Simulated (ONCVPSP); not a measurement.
# Mn, ONCV: configuration errors across variants

ONCVPSP 4.0.1 input, shortened (lines: element, Z, core and valence counts, functional; n l f; lmax; l rc ep ncon nbas qcut; lloc lpopt rc5 dvloc0; l nproj debl; icmod fcfact rcfact), PBE, scalar-relativistic:

```
  Mn 25.00    4    3        4      upf
    1    0    2.00
    2    0    2.00
    2    1    6.00
    3    0    2.00
    3    1    6.00
    3    2    5.00
    4    0    2.00
    3
    0    2.45    0.00    3    8    2.10
    1    1.35    0.00    4    7    8.50
    2    1.25    0.00    4    9   15.00
    3    2.35    0.35    5    9    5.00
    4    2    0.80   -1.00
    0    1    1.20
    1    3    2.70
    2    2    3.70
    3    2    2.60
    1    0.45    0.00
```

All-electron excitation energies from the reference (eV): (1) 3p6 3d5 4s1 8.416; (2) 3p6 3d5 4s0 24.015; (3) 3p6 3d4 4s0 56.534.

A true bound ghost makes a file unfit for plane-wave use even where its test errors are small: the radial tests pick states by their node count and pass the ghost by.

Errors AE − PS in meV (a dash: test not solved or not reliable):

```tsv
change	(1)	(2)	(3)	bound ghosts	GHOST(+) flags above zero
base	-2.2	-45	-101	s	f
p: rc 0.94	-2.3	-45	-101	s	p, f
p: rc 1.14	-2.2	-45	-101	s	f
p: rc 1.34	-2.2	-45	-101	s	f
p: rc 1.66	-2.3	-45	-103	s	p, f
p: rc 1.74	-2.3	-45	-105	s	f
p: rc 1.94	-2.4	-46	-111	s	f
```

Q: Give the same row for: p: rc 1.46.

A: -2.3, -45, -102; bound ghosts: s; GHOST(+) flags above zero: f.
